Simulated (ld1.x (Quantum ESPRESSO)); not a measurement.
Ca (Z = 20), TM semilocal: configuration errors across variants

```
Element                 : calcium
Generator               : ld1.x (Quantum ESPRESSO) 7.5
Type                    : norm-conserving Troullier–Martins (semilocal form)
Functional              : LDA (PZ)
Relativity              : scalar-relativistic
Frozen core             : [Ne]
Valence charge          : 10
Reference configuration : 3s2 3p6 3d0 4s2 4p0
Partial waves           : 3p (bound): rc 1.10 bohr; 3d (bound, empty): rc 3.15 bohr; 3s (bound): rc 1.60 bohr
Local potential         : the s channel
Core correction         : none
```

Occupied shells without a wave of their own: 4s. They enter only through the test configuration that unscreens the potential.

All-electron excitation energies from the reference (eV): (1) 3s2 3p6 3d0 4s1 4p0 6.463; (2) 3s2 3p6 3d0 4s0 4p0 18.413; (3) 3s2 3p6 3d0 4s1.5 4p0 2.567; (4) 3s2 3p6 3d1 4s0 4p0 7.799; (5) 3s2 3p6 3d0 4s0 4p1 9.585; (6) 3s2 3p6 3d0 4s1 4p1 2.491; (7) 3s2 3p6 3d0 4s0 4p2 5.117; (8) 3s2 3p6 3d0 4s1 4p0 spin 6.255; (9) 3s2 3p6 3d0 4s1.5 4p0 spin 2.528.

Spin tests fill each open shell by Hund’s rule, majority spin first.

A semilocal file is local in each channel, so a ghost entry of none says nothing of the separable form that plane-wave codes build from it.

For the base: The 4s level has no wave, so the channel is fitted at the deeper level alone: the likely source of the large errors.

On the changes marked as counting shells twice: ld1.x takes every shell without a wave as core, so the model core holds the marked electrons as well and exchange and correlation see them twice. This cancels in the reference configuration, but the file is broken for other ones, and its errors say nothing about a proper core correction.

Errors AE − PS in meV (a dash: test not solved or not reliable):

```tsv
change	(1)	(2)	(3)	(4)	(5)	(6)	(7)	(8)	(9)	bound ghosts
base	-307	-857	-130	-356	-664	-236	-523	-307	-129	none
core correction a·sin(br)/r model core inside 0.44 bohr (4s counted twice)	-449	-1652	-162	-741	-796	-262	-608	-535	-174	none
core correction a·sin(br)/r model core inside 0.58 bohr (4s counted twice)	-449	-1652	-162	-740	-796	-262	-608	-535	-174	none
core correction a·sin(br)/r model core inside 0.84 bohr (4s counted twice)	-449	-1651	-162	-737	-795	-262	-607	-534	-174	none
core correction a·sin(br)/r model core inside 0.96 bohr (4s counted twice)	-449	-1650	-162	-736	-795	-262	-607	-534	-174	none
core correction a·sin(br)/r model core inside 1.04 bohr (4s counted twice)	-449	-1650	-162	-736	-795	-262	-607	-534	-174	none
core correction a·sin(br)/r model core inside 1.22 bohr (4s counted twice)	-449	-1650	-162	-735	-794	-262	-607	-533	-174	none
core correction a·sin(br)/r model core inside 1.32 bohr (4s counted twice)	-449	-1650	-162	-735	-794	-261	-606	-533	-174	none
```

Q: Give the same row for: core correction a·sin(br)/r model core inside 0.68 bohr (4s counted twice).

A: -449, -1652, -162, -739, -796, -262, -608, -535, -174; bound ghosts: none. ld1.x takes every shell without a wave as core, so the model core holds the 4s electrons as well and exchange and correlation see them twice. This cancels in the reference configuration, but the file is broken for other ones, and its errors say nothing about a proper core correction.
